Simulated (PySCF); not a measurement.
HO₃S, SMILES O=S(=O)=[OH+], charge +1.

Geometry: PBE-D3(BJ)/def2-SVP. The isomer is the one that the SMILES or the coordinates give; other isomers of the formula were not compared.

Two levels are set side by side: TDA-PBE/def2-SVPD (PySCF) and TDA-PBE0/def2-SVPD (PySCF). Vertical, same geometry. The lowest singlet is HOMO→LUMO 100 % with PBE and HOMO→LUMO 99 % with the other functional; states are paired by order. Differences are taken from unrounded values.

```csv
quantity,TDA-PBE0
lowest singlet excitation (eV),5.21
lowest triplet excitation (TDA) (eV),4.60
first bright state (f over 0.05) (eV),8.13
its oscillator strength,0.14
```

Problem. What does TDA-PBE give, and how far is it from TDA-PBE0? (The exact figures need the calculation; the answer reports its results.)

Solution. 
```
quantity                               TDA-PBE  TDA-PBE minus TDA-PBE0
-------------------------------------  -------  ----------------------
lowest singlet excitation (eV)            4.99                   -0.22
lowest triplet excitation (TDA) (eV)      4.48                   -0.12
first bright state (f over 0.05) (eV)     7.61                   -0.53
its oscillator strength                   0.12                   -0.02
```

Functionals without exact exchange tend to place singlet excitations lower, as here. Differences between two approximate levels are no errors against the true value.

Rough cost on one machine, each run with all the roots and properties that it gave: TDA-PBE0 against TDA-PBE within a factor of 2.
